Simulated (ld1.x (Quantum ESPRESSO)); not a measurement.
Configuration tests for Ni (TM semilocal)

- Element: Ni
- Generator: ld1.x (Quantum ESPRESSO) 7.5
- Type: norm-conserving Troullier–Martins (semilocal form)
- Functional: PBEsol
- Relativity: scalar-relativistic
- Frozen core: [Ne]
- Valence charge: 18
- Reference configuration: 3s2 3p6 3d8 4s2 4p0
- Partial waves: 3s (bound): rc 1.15 bohr; 3d (bound): rc 1.10 bohr; 3p (bound): rc 1.10 bohr
- Local potential: the p channel
- Core correction: none

Occupied shells without a wave of their own: 4s. They enter only through the test configuration that unscreens the potential.

Energies are relative to the spin-unpolarised reference configuration 3s2 3p6 3d8 4s2 4p0; without spin polarisation the order of configurations can differ from experiment. The frozen-core shift is the all-electron ΔE with the core orbitals held at their reference shape minus the fully relaxed ΔE.

| valence configuration | charge | ΔE all-electron (eV) | error AE − PS (meV) | frozen-core shift (meV) |
| --- | --- | --- | --- | --- |
| 3s2 3p6 3d8 4s1 4p0 | +1 | 9.337 | -1025 | +1.1 |
| 3s2 3p6 3d8 4s0 4p0 | +2 | 26.597 | -2602 | +3.0 |
| 3s2 3p6 3d7 4s0 4p0 | +3 | 64.034 | -3885 | -0.4 |
| 3s1 3p6 3d8 4s2 4p0 | +1 | 119.121 | -45 | +18 |
| 3s2 3p6 3d9 4s1 4p0 | 0 | -1.608 | -586 | +3.4 |
| 3s2 3p6 3d8 4s0 4p1 | +1 | 15.049 | -2121 | +1.6 |

(1) What are ΔE and the potential's error for 3s2 3p6 3d8 4s0 4p2?

Levels in the configuration 3s2 3p6 3d8 4s0 4p1:

```tsv
level	all-electron (eV)	pseudo (eV)
3s	-121.548	-122.592
3p	-82.040	-83.076
3d	-19.543	-20.514
4p	-8.388	-8.801
```

The potential misses its own reference levels by up to 0.8 eV.

## Answers

(1) ΔE = 9.542 eV all-electron; the error (AE − PS) is -1783 meV.

ld1.x printed “convergence not achieved” for 1 of the counted tests; its residual had stalled under 1e-8, short of the target of 1e-14. The 4s level has no wave, so the channel is fitted at the deeper level alone: the likely source of the large errors. A variational frozen-core shift is positive and of second order in the change. This column holds negative values, so the frozen-core run of ld1.x carries numerical noise or an error of first order here, and the column gives no more than the rough size of the effect.
